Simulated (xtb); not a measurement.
C$_{2}$H$_{6}$N (SMILES [CH2]CN), doublet, at a GFN2-xTB geometry; GFN2-xTB (xtb 6.7.1).

Input for xtb:
```
$ xtb mol.xyz --gfn 2 --uhf 1 --acc 0.0001 --json

# file mol.xyz
9

C      1.23751548     0.19939039    -0.32137329
C      0.07136146    -0.37561144     0.36478766
N     -1.18022466     0.14452210    -0.15164343
H      2.22429519    -0.11624055    -0.04925947
H      1.10520449     0.90202772    -1.11776832
H      0.18451177    -0.22258751     1.46245244
H      0.04976662    -1.47072103     0.22913017
H     -1.18951019     1.15734169    -0.10872921
H     -1.96595694    -0.20414861     0.38519221
```

Task: What does xtb print? Leave out banner, timings and long lists.

Result: 
```
   ID    Z sym.   atoms
    1    6 C      1, 2
    2    7 N      3
    3    1 H      4-9

           -------------------------------------------------
          |                Calculation Setup                |
           -------------------------------------------------

           -------------------------------------------------
          |                 G F N 2 - x T B                 |
           -------------------------------------------------

          ...................................................
          :                      SETUP                      :
          :.................................................:
          :  # basis functions                  18          :
          :  # atomic orbitals                  18          :
          :  # shells                           12          :
          :  # electrons                        19          :
          :  max. iterations                   250          :
          :  Hamiltonian                  GFN2-xTB          :
          :  restarted?                      false          :
          :  GBSA solvation                  false          :
          :  PC potential                    false          :
          :  electronic temp.          300.0000000     K    :
          :  accuracy                    0.0001000          :
          :  -> integral cutoff          0.6500000E+02      :
          :  -> integral neglect         0.1000000E-11      :
          :  -> SCF convergence          0.1000000E-09 Eh   :
          :  -> wf. convergence          0.1000000E-07 e    :
          :  Broyden damping             0.4000000          :
          :  net charge                          0          :
          :  unpaired electrons                  1          :
          ...................................................

 iter      E             dE          RMSdq      gap      omega  full diag
   1    -10.2713834 -0.102714E+02  0.324E+00    9.98       0.0  T
   2    -10.2870217 -0.156383E-01  0.185E+00    9.62       1.0  T
   3    -10.2877308 -0.709077E-03  0.685E-01    9.63       1.0  T
   4    -10.2878347 -0.103892E-03  0.151E-01    9.49       1.0  T
   5    -10.2878971 -0.624807E-04  0.570E-02    9.54       1.0  T
   6    -10.2878976 -0.480533E-06  0.652E-03    9.55       5.1  T
   7    -10.2878977 -0.116750E-06  0.310E-03    9.55      10.7  T
   8    -10.2878977 -0.228080E-08  0.118E-03    9.55      28.2  T
   9    -10.2878977 -0.420541E-08  0.206E-04    9.55     162.1  T
  10    -10.2878977 -0.378257E-10  0.317E-05    9.55    1050.7  T
  11    -10.2878977 -0.927258E-12  0.556E-06    9.55    5997.2  T
  12    -10.2878977 -0.834888E-13  0.139E-06    9.55   24025.2  T
  13    -10.2878977 -0.355271E-14  0.144E-07    9.55  100000.0  T
  14    -10.2878977 -0.106581E-13  0.565E-08    9.55  100000.0  T
  15    -10.2878977  0.355271E-14  0.731E-09    9.55  100000.0  T

   *** convergence criteria satisfied after 15 iterations ***

         :::::::::::::::::::::::::::::::::::::::::::::::::::::
         ::                     SUMMARY                     ::
         :::::::::::::::::::::::::::::::::::::::::::::::::::::
         :: total energy             -10.151927838564 Eh    ::
         :: gradient norm              0.000030443286 Eh/a0 ::
         :: HOMO-LUMO gap              9.549444772930 eV    ::
         ::.................................................::
         :: SCC energy               -10.287897229256 Eh    ::
         :: -> isotropic ES            0.012362181871 Eh    ::
         :: -> anisotropic ES          0.004276930058 Eh    ::
         :: -> anisotropic XC          0.010579438811 Eh    ::
         :: -> dispersion             -0.003052251703 Eh    ::
         :: repulsion energy           0.135969390692 Eh    ::
         :: add. restraining           0.000000000000 Eh    ::
         :: total charge               0.000000000000 e     ::
         :::::::::::::::::::::::::::::::::::::::::::::::::::::

           -------------------------------------------------
          |                Property Printout                |
           -------------------------------------------------

    * Orbital Energies and Occupations

         #    Occupation            Energy/Eh            Energy/eV
      -------------------------------------------------------------
         1        2.0000           -0.6285008             -17.1024
         2        2.0000           -0.5870190             -15.9736
         3        2.0000           -0.5555774             -15.1180
         4        2.0000           -0.5217109             -14.1965
         5        2.0000           -0.5135670             -13.9749
         6        2.0000           -0.4823066             -13.1242
         7        2.0000           -0.4518814             -12.2963
         8        2.0000           -0.4488487             -12.2138
         9        2.0000           -0.3686826             -10.0324
        10        1.0000           -0.3022469              -8.2246 (HOMO)
        11                          0.0486887               1.3249 (LUMO)
        12                          0.1286132               3.4997
        13                          0.1381184               3.7584
        14                          0.1450981               3.9483
        15                          0.2020274               5.4974
        16                          0.2282563               6.2112
        17                          0.2980628               8.1107
        18                          0.3592570               9.7759
      -------------------------------------------------------------
                  HL-Gap            0.3509356 Eh            9.5494 eV
             Fermi-level           -0.2311219 Eh           -6.2891 eV

     #   Z          covCN         q      C6AA      α(0)
     1   6 C        2.836    -0.129    31.272     9.164
     2   6 C        3.729     0.037    20.042     6.391
     3   7 N        2.632    -0.335    28.628     7.947
     4   1 H        0.926     0.033     2.547     2.496
     5   1 H        0.927     0.046     2.375     2.410
     6   1 H        0.921     0.022     2.706     2.572
     7   1 H        0.923     0.052     2.300     2.372
     8   1 H        0.860     0.141     1.464     1.896
     9   1 H        0.860     0.134     1.516     1.929

 Mol. C6AA /au·bohr⁶  :        581.879123
 Mol. C8AA /au·bohr⁸  :      11990.432404
 Mol. α(0) /au        :         37.176063

Wiberg/Mayer (AO) data.
largest (>0.10) Wiberg bond orders for each atom

 ---------------------------------------------------------------------------
     #   Z sym  total        # sym  WBO       # sym  WBO       # sym  WBO
 ---------------------------------------------------------------------------
     1   6 C    3.211 --     2 C    1.106     4 H    0.985     5 H    0.983
     2   6 C    3.988 --     1 C    1.106     3 N    1.027     7 H    0.928
                             6 H    0.924
     3   7 N    3.019 --     2 C    1.027     9 H    0.970     8 H    0.966
     4   1 H    0.999 --     1 C    0.985
     5   1 H    0.998 --     1 C    0.983
     6   1 H    0.997 --     2 C    0.924
     7   1 H    0.995 --     2 C    0.928
     8   1 H    0.980 --     3 N    0.966
     9   1 H    0.982 --     3 N    0.970
 ---------------------------------------------------------------------------

Topologies differ in total number of bonds
Writing topology from bond orders to xtbtopo.mol

molecular dipole:
                 x           y           z       tot (Debye)
 q only:       -0.117       0.008       0.252
   full:       -0.157       0.102       0.613       1.628
molecular quadrupole (traceless):
                xx          xy          yy          xz          yz          zz
 q only:        0.167      -0.447       0.521      -0.774      -0.472      -0.688
  q+dip:       -0.069      -0.783       1.001      -2.089      -0.936      -0.931
   full:        0.149      -0.869       1.056      -2.074      -0.766      -1.205

           -------------------------------------------------
          | TOTAL ENERGY              -10.151927838564 Eh   |
          | GRADIENT NORM               0.000030443286 Eh/α |
          | HOMO-LUMO GAP               9.549444772930 eV   |
           -------------------------------------------------

normal termination of xtb
```
